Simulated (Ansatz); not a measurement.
Species: sum formula HBO₂F (charge -1, singlet). It need not be the lowest isomer of its formula. Whether it binds its extra electron was not tested at this geometry. 
Geometry from a B3LYP-D3(BJ)/def2-TZVP (Ansatz, a program for electronic structure) optimisation:
```
B
O 1 1.2825
F 1 1.4072 2 125.88
O 1 1.4388 2 126.72 3 -180.00
H 4 0.9614 1 103.95 2 0.00
```
Charge -1, spin multiplicity 1.

Parts of the frozen-core correlation energy in aug-cc-pVDZ (Ansatz, hartree). Frozen orbitals: 4; correlated occupied orbitals by spin: 12 and 12; virtual: 85 and 85. No spin-orbit coupling. No relativistic terms.

| term | value |
|---|---|
| reference (HF) | -274.64925 |
| MP2 opposite-spin | -0.50721 |
| MP2 same-spin | … |
| CCSD correlation | … |
| (T) | … |
| T1 diagnostic | 0.017 |
| largest doubles amplitude | 0.038 |

Question: Complete the blanks.

Answer: 
- MP2 same-spin, value: -0.19317
- CCSD correlation, value: -0.70540
- (T), value: -0.02111
